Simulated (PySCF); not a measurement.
The numbers are results of PBE-D3(BJ)/def2-TZVP // ωB97X-D3(BJ)/def2-TZVP run with PySCF, not measurements. All species are isolated molecules in the gas phase. Excitations are Tamm–Dancoff values on a coarser integration grid. The basis has no diffuse functions, so Rydberg states are missing or too high.

Reference species (SMILES): `[Cl][Ga]([Cl])[Cl]` (neutral, multiplicity 1).

```json
{
 "S1–T1 gap (TDA)": "0.32 eV",
 "LUMO": "-2.85 eV",
 "HOMO": "-8.01 eV"
}
```

After one change: the S1–T1 gap (TDA) rises by 0.20 eV; the LUMO rises by 0.08 eV; the HOMO rises by 0.76 eV.

Q: Which change was made? The new species is one of these.
A) `[SiH3][Ga]([Cl])[Cl]`
B) `[SiH3][Ga]([SiH3])[SiH3]`
C) `[SiH3][Ga]([SiH3])[Cl]`

A: A, `[SiH3][Ga]([Cl])[Cl]`
